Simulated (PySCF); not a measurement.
Field gradients at the hydrogen positions

Species: C3H7FOSi.
Structure used (PBE0-D3(BJ)/def2-SVP), in Å, numbered top down from 1:
```xyz
13
C3H7FOSi angstrom
C     -2.2788    0.4466   -0.3357
C     -0.8217    0.2048   -0.2376
F     -0.1198    1.2540    0.2498
C     -0.1588   -0.9085   -0.5680
O      1.1664   -1.1098   -0.4724
Si     2.4117   -0.1032    0.0478
H     -2.4876    1.3184   -0.9770
H     -2.7878   -0.4284   -0.7607
H     -2.7119    0.6556    0.6565
H     -0.7108   -1.7661   -0.9614
H      2.5305    1.1101   -0.8095
H      2.2537    0.2731    1.4811
H      3.6272   -0.9466   -0.1141
```

Level: PBE0/pcSseg-1 (PySCF, non-relativistic); Q(2H) = 0.00286 b; rigid geometry, the same for H and D, with no vibrational averaging.

**Question.** Rank these positions by the coupling χzz of a deuteron there, largest first.
A. H13 (Si–H hydrogen)
B. H10 (vinylic hydrogen)
C. H7 (methyl hydrogen)

**Answer.** B (201 kHz), C (192 kHz), A (94 kHz).

**Question.** Give the electric field gradient Vzz (the principal value of largest size), its asymmetry and the 2H coupling at each hydrogen.

**Answer.** 
| atom | bonded to | bond length (Å) | Vzz (au) | η | χzz (kHz) |
| --- | --- | --- | --- | --- | --- |
| H7 | C1 | 1.102 | 0.2863 | 0.03 | 192 |
| H8 | C1 | 1.098 | 0.2945 | 0.05 | 198 |
| H9 | C1 | 1.103 | 0.2858 | 0.03 | 192 |
| H10 | C4 | 1.093 | 0.2988 | 0.13 | 201 |
| H11 | Si6 | 1.490 | 0.1391 | 0.05 | 93 |
| H12 | Si6 | 1.490 | 0.1391 | 0.05 | 94 |
| H13 | Si6 | 1.488 | 0.1404 | 0.04 | 94 |

**Question.** Average by the element that carries the hydrogen.

**Answer.** on C: 196 kHz over 4 positions, mean bond length 1.099 Å; on Si: 94 kHz over 3 positions, mean bond length 1.490 Å.

Isolated species at its PBE0-D3(BJ)/def2-SVP geometry (one conformer only). A larger basis could move these couplings by a tenth or more.
